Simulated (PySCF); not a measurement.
SMILES F[Si](F)(F)[SiH2][SiH2]O[SiH3] (H7F3OSi4), GFN2-xTB optimised geometry.

```
15

F      2.01    -0.83     0.00
Si     0.42    -0.83     0.00
F      0.10    -1.71    -1.30
F      0.12    -1.90     1.15
Si    -0.56     1.23     0.00
Si    -0.03     2.44    -1.91
O      1.24     1.71    -2.59
Si     2.45     0.80    -3.19
H     -0.15     1.90     1.26
H     -2.01     1.04     0.17
H      0.40     3.82    -1.66
H     -1.09     2.46    -2.93
H      3.49     0.83    -2.18
H      2.85     1.47    -4.43
H      1.89    -0.52    -3.43
```

Density from PBE/def2-TZVP (PySCF) at that geometry.

Minimum of the electron density along straight lines between bonded atoms, close to the bond critical point (lines longer than 1.1 times the sum of covalent radii, or with two minima, are not listed):

```tsv
bond	length / Å	ρ at the minimum / e bohr⁻³	∇²ρ there / e bohr⁻⁵	position (fraction from the first atom)
F1–Si2	1.595	0.142	0.98	0.58
Si2–F3	1.596	0.142	0.98	0.42
Si2–F4	1.595	0.142	0.98	0.42
Si2–Si5	2.286	0.097	-0.10	0.64
Si5–Si6	2.322	0.094	-0.17	0.54
Si6–O7	1.617	0.140	0.94	0.42
O7–Si8	1.626	0.135	0.90	0.58
Si5–H9	1.477	0.119	0.17	0.50
Si5–H10	1.476	0.119	0.17	0.50
Si6–H11	1.467	0.125	0.15	0.50
Si6–H12	1.468	0.125	0.15	0.50
Si8–H13	1.460	0.128	0.16	0.50
Si8–H14	1.462	0.127	0.16	0.50
Si8–H15	1.459	0.128	0.17	0.50
```
